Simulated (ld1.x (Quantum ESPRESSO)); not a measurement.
# Logarithmic derivatives: Si, ultrasoft

ld1.x (Quantum ESPRESSO) 7.5 input, shortened:

```
&input
   title='Si', zed=14., rel=0, dft='PZ', iswitch=3,
   config='[Ne] 3s2 3p2 3d-2'
 /
 &inputp
   pseudotype=3, tm=.true., lloc=-1, rcloc=1.55,
   nlcc=.false.,
   which_augfun='PSQ', rmatch_augfun_nc=.true.
 /
6
3S  1  0   2.00   0.00  1.40  1.55  0.0
3S  1  0   0.00   0.40  1.40  1.55  0.0
3P  2  1   2.00   0.00  1.25  1.40  0.0
3P  2  1   0.00   3.55  1.25  1.40  0.0
3D  3  2  -2.00  -0.15  1.00  1.40  0.0
3D  3  2  -2.00   1.85  1.00  1.40  0.0
 &test
   configts(1)='3s2 3p2'
 /
```

The phase is arctan(r·u′/u) with u = r·R(r), unwrapped; energies in Ry, scanned from -3 to 5 Ry. A pole is an energy at which the radial function vanishes at the test radius. The pseudo phase is shifted by a multiple of π to meet the all-electron one at the reference energy, and phase errors are pseudo minus all-electron; the curves can meet again beyond the range given. Levels narrower than the energy grid can be missing from the lists of poles.

```csv
channel,radius (bohr),reference energy (Ry),"poles, all-electron","poles, pseudo",unbroken range about the reference energy with phases within 0.05 rad,phase error 1 Ry above the reference energy (rad)
s,1.70,-0.80,4.55,"3.11, 4.99",below 3.0,-0.000
p,1.70,-0.31,none,2.11,below 2.0,-0.009
d,1.70,-0.15,none,none,the whole range,+0.000
```

Phases in the s channel:

```tsv
E (Ry)	all-electron	pseudo
-3.00	1.082	1.081
-2.52	1.004	1.003
-2.04	0.890	0.890
-1.56	0.713	0.713
-1.08	0.425	0.425
-0.60	-0.015	-0.015
-0.12	-0.504	-0.504
0.36	-0.868	-0.868
0.84	-1.095	-1.095
1.32	-1.237	-1.238
1.80	-1.332	-1.334
2.28	-1.400	-1.404
2.76	-1.451	-1.466
3.24	-1.491	-4.189
3.72	-1.524	-4.634
4.20	-1.552	-4.671
4.68	-1.577	-4.698
```
